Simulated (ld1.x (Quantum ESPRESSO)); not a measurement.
## Varying the TM potential for carbon (C)

Base potential:

carbon, norm-conserving Troullier–Martins (Kleinman–Bylander form), made with ld1.x (Quantum ESPRESSO) 7.5 (LDA (PZ), scalar-relativistic). Core [He], reference 2s1 2p3. Waves: 2s (bound): rc 1.15 bohr; 2p (bound): rc 2.65 bohr; 3d channel at 0.2 Ry: rc 2.60 bohr. Local part: all-electron potential smoothed inside 1.20 bohr (lloc = -2). Core correction: none.

Cutoffs, loose and tight: the cutoffs (Ry, on a coarse ladder) from which the occupation-weighted sum of valence levels, in a spherical-Bessel basis at the reference potential, stays within 10 and 1 mRy of its value at 400 Ry. They do not see the model core or the augmentation charge, which bear on the density cutoff. Test errors are all-electron minus pseudo excitation energies from the reference, over the configurations 2s2 2p2; 2s2 2p1; 2s2 2p0; 2s1 2p0; 2s0 2p4; 2s2 2p1.5; 2s1 2p2 (two spin-polarised tests are not counted in the largest error). A dash means not determined; rows that change the core or the reference have their own tests.

```tsv
change	outcome	cutoff, loose	cutoff, tight	bound ghosts	largest test error (meV)
base	generated	30 Ry	80 Ry	none	+2224
all radii scaled by about 0.80 (s 0.92, p 2.12, d 2.08 bohr); local potential all-electron potential smoothed inside 0.96 bohr (lloc = -2)	generated	30 Ry	90 Ry	none	+1127
all radii scaled by about 0.91 (s 1.04, p 2.42, d 2.38 bohr); local potential all-electron potential smoothed inside 1.10 bohr (lloc = -2)	generated	30 Ry	80 Ry	none	+1640
all radii scaled by about 1.15 (s 1.32, p 3.04, d 2.98 bohr); local potential all-electron potential smoothed inside 1.38 bohr (lloc = -2)	generated	25 Ry	60 Ry	none	+3212
all radii scaled by about 1.25 (s 1.44, p 3.30, d 3.24 bohr); local potential all-electron potential smoothed inside 1.50 bohr (lloc = -2)	generated	21 Ry	50 Ry	none	+3952
all radii scaled by about 1.38 (s 1.58, p 3.66, d 3.60 bohr); local potential all-electron potential smoothed inside 1.66 bohr (lloc = -2)	generated	18 Ry	30 Ry	none	+5392
```

Reading the sweep of the scale of all radii (base = 1) (base included, trends over the rows without a ghost): The loose cutoff falls from 30 Ry at 0.8 to 18 Ry at 1.38. A larger radius leaves more room for a smooth pseudo-wave, so fewer plane waves are needed; a smaller one forces it to follow the all-electron wave where it bends sharply. The median size of the test errors (rows with all tests solved) rises from 31.4 meV at 0.8 to 189.3 meV at 1.38. More of the atom is replaced by a form fitted at one configuration, so other configurations suffer as the radius grows.
